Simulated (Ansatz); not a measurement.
Born–Oppenheimer molecular dynamics of H₆OSSn (9 atoms, charge 0, multiplicity 1). It starts at the highest image of a converged band, a first-order saddle point between two minima.

All numbers below come from RHF/def2-SVP in Ansatz.

```yaml
ensemble: NVE (velocity Verlet)
time_step: 0.5 fs
steps_asked: 200
starting_velocities_drawn_for: 100 K
seed: 4564
```

First frame:

```xyz
9
Properties=species:S:1:pos:R:3
Sn -0.051 -0.040 -0.170
O -0.234 -0.435 1.884
H -0.254 0.207 2.583
H 1.522 0.454 -0.537
H -1.086 1.332 -0.137
H -0.785 -1.304 -1.012
S 1.587 -2.418 1.243
H 0.686 -3.397 1.108
H 0.515 -1.289 1.951
```

(1) How far do the bonds stretch over the last three quarters of this one trajectory? (Pairs bonded in most of those frames.)

Results:

(1) 
| bond | mean (Å) | spread (Å) | shortest | longest |
| --- | --- | --- | --- | --- |
| Sn1–O2 | 1.975 | 0.053 | 1.91 | 2.07 |
| Sn1–H4 | 1.701 | 0.007 | 1.69 | 1.71 |
| Sn1–H5 | 1.719 | 0.015 | 1.70 | 1.75 |
| Sn1–H6 | 1.704 | 0.022 | 1.67 | 1.74 |
| O2–H3 | 0.946 | 0.005 | 0.94 | 0.96 |
| S7–H8 | 1.335 | 0.012 | 1.31 | 1.36 |
| S7–H9 | 1.360 | 0.103 | 1.20 | 1.50 |

Mean temperature of the second half: 793 K. The conserved energy stayed within 0.45 meV per atom of its start (net change 0.26 meV per atom), so the integration is sound. The kinetic energy rose, since the run started high on the potential surface and went downhill. It ends in pieces (H2S + H4OSn), so much of that is their flight and rotation, not heat. A run of 0.1 ps of so small a system gives no equilibrium averages. The orbitals stay closed-shell, which can raise the energy where a bond breaks towards radicals; this wasn't checked here.

The run took 2.6 min on 1 thread of AMD EPYC 9R45 96-Core Processor (Zen 5), with other jobs on the host, peak memory 0.19 GiB.
